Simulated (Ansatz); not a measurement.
A run for Ansatz (a quantum-chemistry and plane-wave program): R-CCSD(T)/aug-cc-pV(T+d)Z on HCl (SMILES Cl) with ghost functions, monomers drawn apart or pushed together. Files ending in .json are basis or fitting sets from the Basis Set Exchange.

Ansatz 0.2 input:
```yaml
crystal:
  periodic: [false, false, false]
  atoms:
    - {symbol: Cl, position_ang: [0.24016077, -0.09515925, -0.23457402]}
    - {symbol: H, position_ang: [0.16915649, -0.10686259, 1.05121223]}
basis:
  gaussian:
    orbitals: aug-cc-pV_T+d_Z.json
    ghost_atoms:
      - {symbol: C, position_ang: [0.03713276, -0.13337029, 3.67739082]}
      - {symbol: O, position_ang: [-0.02204006, -0.14249701, 4.79845608]}
magnetization: {spin_polarized: false}
correlation: {method: ccsd_t, electrons: outside_noble_gas}
scf: {lower_state_search: off}
```

The head of its log:

```
WARN ansatz: RAYON_NUM_THREADS=1 ignored (pool sized by the plan → 1); use --threads N
Functional definition: HF
these checks for a lower state are left out or cut short: stability, starts, cluster_reference, orbital_swaps, neighbouring_geometries, increment
integrals: 0.50 GiB planned
1020 factors; integrals over basis functions are off by at most 1.3e-3 eV
mean field: 0.33 GiB planned
mean field evaluation 1: about -12519.7833 eV, gradient 1.0e1 eV
mean field evaluation 2: about -12519.7839 eV, gradient 1.0e1 eV
mean field evaluation 4: about -12520.1791 eV, gradient 1.1e0 eV
mean field evaluation 8: about -12520.1876 eV, gradient 2.1e-5 eV
mean field -12520.18762709 eV, -460.1084088076 hartree, gradient 9.6e-7 eV, S^2 0.000000; 0 other end points of the search recorded, 0 dependent functions left out
5 core orbitals not correlated
reference -12520.18762709 eV, -460.1084088076 hartree; 4, 4 occupied and 161, 161 virtual orbitals, 1020 factors
```

Problem. Give the final energy of this run.

Solution. -460.3458 hartree (reference determinant -460.1084, T1 diagnostic 0.006).
